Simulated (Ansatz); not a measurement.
Bond stretch in LiBr, singlet.

- RKS-PBE = Ansatz (a first-principles code) with restricted PBE/aug-cc-pVQZ
- UKS-PBE = unrestricted PBE/aug-cc-pVQZ (Ansatz)
- RKS-B3LYP = Ansatz with restricted B3LYP/aug-cc-pVQZ
- UCCSD(T) = Ansatz with CCSD(T) on UHF/aug-cc-pVQZ, cores with 3d frozen

Energies relative to the lowest point of each curve near equilibrium, in eV; the last columns give the difference from UCCSD(T):

```csv
R / Å,RKS-PBE,UKS-PBE,RKS-B3LYP,UCCSD(T),RKS-PBE − UCCSD(T),UKS-PBE − UCCSD(T),RKS-B3LYP − UCCSD(T)
1.75,1.219,1.219,1.213,1.362,-0.143,-0.143,-0.149
1.84,0.667,0.667,0.661,0.764,-0.097,-0.097,-0.103
1.96,0.236,0.236,0.231,0.287,-0.052,-0.052,-0.056
2.07,0.051,0.051,0.048,0.073,-0.022,-0.022,-0.024
2.11,0.019,0.019,0.018,0.033,-0.013,-0.013,-0.015
2.17,0.000,0.000,0.000,0.002,-0.002,-0.002,-0.002
2.22,0.005,0.005,0.006,0.000,0.005,0.005,0.006
2.28,0.032,0.032,0.034,0.019,0.012,0.012,0.015
2.40,0.135,0.135,0.141,0.112,0.023,0.023,0.029
2.47,0.217,0.217,0.225,0.190,0.027,0.027,0.035
2.67,0.502,0.502,0.515,0.470,0.032,0.032,0.046
2.95,0.947,0.947,0.967,0.917,0.030,0.030,0.050
3.23,1.379,1.379,1.406,1.360,0.019,0.019,0.047
3.62,1.908,1.908,1.948,1.915,-0.007,-0.007,0.032
3.92,2.246,2.246,2.299,2.284,-0.038,-0.038,0.015
4.34,2.623,2.616,2.699,2.720,-0.098,-0.104,-0.021
4.74,2.890,2.853,2.994,3.062,-0.171,-0.209,-0.068
5.33,3.165,3.074,3.306,—,—,—,—
5.75,3.299,3.175,3.465,—,—,—,—
6.55,3.468,3.297,3.674,—,—,—,—
7.47,3.583,3.377,3.825,—,—,—,—
8.73,3.673,3.442,3.953,—,—,—,—
```

RKS-PBE is furthest from UCCSD(T) at 4.74 (-0.171 eV, below); its mean absolute difference over the points is 0.047 eV.

UKS-PBE is furthest from UCCSD(T) at 4.74 (-0.209 eV, below); its mean absolute difference over the points is 0.049 eV.

RKS-B3LYP is furthest from UCCSD(T) at 1.75 (-0.149 eV, below); its mean absolute difference over the points is 0.042 eV.

Dashes: no converged value, or the column stops at the first point that the program doubted or that broke a chosen test of continuity, which isn't proof of a fault.

The restricted form behind RKS-PBE, RKS-B3LYP keeps the bonding electrons paired and can't separate into open-shell fragments. The unrestricted determinant behind UKS-PBE is spin-contaminated at 4.34 to 8.73 Å (<S²> up to 0.6, against 0.00 for a pure singlet). The unrestricted determinant behind UCCSD(T) is spin-contaminated at 5.33 to 8.73 Å (<S²> up to 1.0, against 0.00 for a pure singlet).
